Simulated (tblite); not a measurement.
System: H3As, singlet: map of symmetric stretch and umbrella angle. Scanned: As-H bond length and angle between the As-H bonds and the threefold axis (90 = planar).

Cartesian coordinates as functions of the variables (Å; names that start with a are angles):
```
As  0  0  0
H  r*sin(a)*cos(0*2*pi/3+0)  r*sin(a)*sin(0*2*pi/3+0)  0+r*cos(a)
H  r*sin(a)*cos(1*2*pi/3+0)  r*sin(a)*sin(1*2*pi/3+0)  0+r*cos(a)
H  r*sin(a)*cos(2*2*pi/3+0)  r*sin(a)*sin(2*2*pi/3+0)  0+r*cos(a)
```

Calculation: GFN2-xTB, 300 K electronic temperature in tblite.

Energy in kJ/mol above the lowest grid point; x is the As-H bond length (Å), y the angle between the As-H bonds and the threefold axis (90 = planar) (°).

```csv
y \ x,1.34,1.43,1.50,1.57,1.64,1.71,1.78,1.85,1.90
130,86.9,18.8,5.9,13.9,35.3,65.7,102.4,143.6,175.2
127.20,76.3,11.1,0.0,9.2,31.4,62.3,99.3,140.7,172.3
123.20,72.8,11.1,1.7,12.0,34.7,65.6,102.3,143.3,174.5
119.20,81.5,22.4,14.1,24.7,47.2,77.6,113.4,153.3,183.7
115.20,100.4,43.5,36.0,46.6,68.4,97.5,131.8,170.1,199.4
111.20,128.0,73.4,66.5,76.8,97.5,125.0,157.3,193.5,221.2
107.20,162.5,110.6,104.6,114.7,134.2,159.8,189.7,223.2,249.0
103.20,201.1,153.3,149.1,159.6,178.2,201.7,228.8,259.2,282.8
99.20,239.6,198.0,197.5,210.1,228.8,250.6,274.9,301.9,322.8
95.20,271.6,238.0,244.2,262.5,284.3,306.1,328.1,351.4,369.4
90,289.4,262.3,276.4,306.7,345.3,386.5,413.4,431.9,444.4
```

Points that lie below all their neighbours on the grid: x = 1.50, y = 127.20 (0.0 kJ/mol).
